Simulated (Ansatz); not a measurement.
HNaO, charge +1, doublet, at a GFN2-xTB geometry (such geometries of metal compounds can be far from the true shape) (a state made from the parent by changing its charge; the spin is typed, not shown lowest), with bond 1-2 at 1.25 times its length; B3LYP/STO-3G in Ansatz (a program for electronic structure).

The Ansatz input:
Ansatz 0.2 input:
```yaml
crystal:
  periodic: [false, false, false]
  atoms:
    - {symbol: Na, position_ang: [0.00000000, 0.00000000, -1.49764586]}
    - {symbol: O, position_ang: [0.00000000, 0.00000000, 1.08981044]}
    - {symbol: H, position_ang: [0.00000000, 0.00000000, 2.06321711]}
basis:
  gaussian:
    orbitals: STO-3G
hamiltonian:
  xc: b3lyp
total_charge: 1
magnetization: {spin_polarized: true, initial_magnetization: 1}
scf: {lower_state_search: off}
```

**Question.** Write the output that Ansatz gives for this input, abridged.

**Answer.** 
```
Functional definition: B3LYP
these checks for a lower state are left out or cut short: stability, starts, cluster_reference, orbital_swaps, neighbouring_geometries, increment
162 factors; integrals over basis functions are off by at most 7.7e-5 eV
mean field evaluation 1: about -6387.9114 eV, gradient 1.8e1 eV
mean field evaluation 2: about -6389.6856 eV, gradient 9.4e0 eV
mean field evaluation 4: about -6390.1849 eV, gradient 4.7e-1 eV
mean field evaluation 8: about -6390.1968 eV, gradient 2.6e-3 eV
mean field -6390.19677698 eV, -234.8354001230 hartree, gradient 4.8e-6 eV, S^2 0.751142; 0 other end points of the search recorded, 0 dependent functions left out
reference -6390.19691450 eV, -234.8354051768 hartree; 10, 9 occupied and 5, 6 virtual orbitals, 162 factors
Total energy: -6390.19691450 eV, -234.8354051768 hartree
Checks for a lower state left out: stability, starts, cluster_reference, orbital_swaps, neighbouring_geometries, increment
```
